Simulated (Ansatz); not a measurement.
`C[NH][Ti]([F])([F])[Cl]` + CH₃SH → `C[S][Ti]([F])([F])[Cl]` + CH₃NH₂ at 400 K and 1 bar (ligand exchange at a Ti–N bond).

Gas-phase electronic energies from Ansatz, PBE0-D4/def2-TZVP geometries. CBS: MP2 limit from def2 TZ/QZ plus the TZ coupled-cluster correction, frozen cores. This one scheme is used for every species. For Ti outer-core shells are correlated without core-valence functions, which leaves a few kJ/mol of doubt a bond. Scalar relativity is left out up to krypton. Each species was taken in one conformer, which may not be the lowest.

```csv
species,CCSD(T)/CBS energy (Eh),H − E (kJ/mol),S (J/(mol·K))
`C[NH][Ti]([F])([F])[Cl]`,-1603.68396,196.1,432.6
CH₃SH,-438.22835,138.7,269.4
`C[S][Ti]([F])([F])[Cl]`,-1946.16025,158.4,447.4
CH₃NH₂,-95.75281,185.4,256.0
```

H − E and S are ideal-gas, rigid-rotor, harmonic terms from PBE0-D4/def2-TZVP, for one conformer and one mirror image of each species. 1 Eh = 2625.50 kJ/mol, R = 8.31446 J/(mol·K).

Task: By hand: ΔE, ΔH, ΔS and ΔG.

Result: ΔE = (-1946.16025) + (-95.75281) − (-1603.68396) − (-438.22835) = -0.00075 Eh = -2.0 kJ/mol. Δ(H − E) = 158.4 + 185.4 − 196.1 − 138.7 = 9.0, so ΔH = 7.0 kJ/mol. ΔS = 447.4 + 256.0 − 432.6 − 269.4 = 1.4 J/(mol·K). ΔG = 7.0 − 400 × (1.4)/1000 = 6.4 kJ/mol.

Task: By hand: the equilibrium constant, and the temperature at which ΔG would vanish if ΔH and ΔS stayed fixed.

Result: log₁₀ K = −ΔG/(RT ln 10) = -0.8. ΔG = 0 at ΔH/ΔS = 5000 K, far beyond where these terms or the molecules hold.

The number of gas molecules stays the same, so ΔS is small and ΔH decides. A doubt of 5 kJ/mol in ΔE shifts log₁₀ K by 0.7 here. Other conformers and mirror images would add mixing entropy, several J/(mol·K) or more a flexible species. Modes under 60 cm⁻¹, often nearly free rotors, make the harmonic entropy too high. These are equilibria of isolated gas molecules and say nothing of rates. Largest T1 diagnostic: 0.025 (customary marks: 0.02 for closed shells, 0.045 for open ones).
